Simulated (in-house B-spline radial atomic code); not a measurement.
Orbital energies and mean radii along the 12-electron series, configuration [Ne] 3s2. The effective charge is n√(-2ε), a non-relativistic measure. Computed with an all-electron radial atomic-structure program (B-spline basis): non-relativistic Hartree-Fock, average of the configuration, point nuclei.

This level leaves out relativity, spin-orbit splitting included, which matters for heavy ions.

| ion | Z | energy of 1s (Eh) | mean radius of 1s (bohr) | energy of 2s (Eh) | mean radius of 2s (bohr) | effective charge of 1s |
| --- | --- | --- | --- | --- | --- | --- |
| Cu17+ | 29 | -352.47 | 0.05285 | -63.46 | 0.23375 | 26.551 |
| Zn18+ | 30 | -379.34 | 0.051055 | -69.237 | 0.22498 | 27.544 |
| Ga19+ | 31 | ? | ? | ? | ? | ? |
| Ge20+ | 32 | -436.08 | 0.047809 | -81.542 | 0.20929 | 29.532 |
| As21+ | 33 | -465.95 | 0.046335 | -88.07 | 0.20223 | 30.527 |
| Se22+ | 34 | ? | ? | ? | ? | ? |
| Br23+ | 35 | -528.7 | 0.043644 | -101.88 | 0.18946 | 32.518 |
| Kr24+ | 36 | -561.57 | 0.042412 | -109.15 | 0.18366 | 33.513 |
| Rb25+ | 37 | ? | ? | ? | ? | ? |
| Sr26+ | 38 | -630.32 | 0.040146 | -124.46 | 0.17307 | 35.505 |
| Zr28+ | 40 | -703.07 | 0.038109 | -140.77 | 0.16363 | 37.498 |
| Nb29+ | 41 | -740.94 | 0.037166 | -149.3 | 0.15928 | 38.495 |
| Mo30+ | 42 | -779.81 | 0.036268 | -158.08 | 0.15516 | 39.492 |
| Tc31+ | 43 | -819.69 | 0.035413 | -167.11 | 0.15125 | 40.489 |
| Ru32+ | 44 | -860.56 | 0.034597 | -176.39 | 0.14753 | 41.486 |
| Rh33+ | 45 | -902.44 | 0.033818 | -185.92 | 0.14399 | 42.484 |
| Pd34+ | 46 | -945.31 | 0.033074 | -195.7 | 0.14062 | 43.481 |
| Ag35+ | 47 | -989.19 | 0.032361 | -205.73 | 0.1374 | 44.479 |
| Cd36+ | 48 | -1034.07 | 0.031678 | -216.01 | 0.13432 | 45.477 |

(1) Fill in the row of Ga19+.

(2) Fill in the row of Se22+.

(3) Fill in the row of Rb25+.

(4) How does the screening of 1s change?

## Answers

(1) energy of 1s (Eh): -407.21; mean radius of 1s (bohr): 0.049379; energy of 2s (Eh): -75.264; mean radius of 2s (bohr): 0.21685; effective charge of 1s: 28.538.

(2) energy of 1s (Eh): -496.83; mean radius of 1s (bohr): 0.044949; energy of 2s (Eh): -94.848; mean radius of 2s (bohr): 0.19564; effective charge of 1s: 31.522.

(3) energy of 1s (Eh): -595.44; mean radius of 1s (bohr): 0.041248; energy of 2s (Eh): -116.68; mean radius of 2s (bohr): 0.17821; effective charge of 1s: 34.509.

(4) Z less the effective charge goes from 2.45 at Z = 29 to 2.52 at Z = 48.
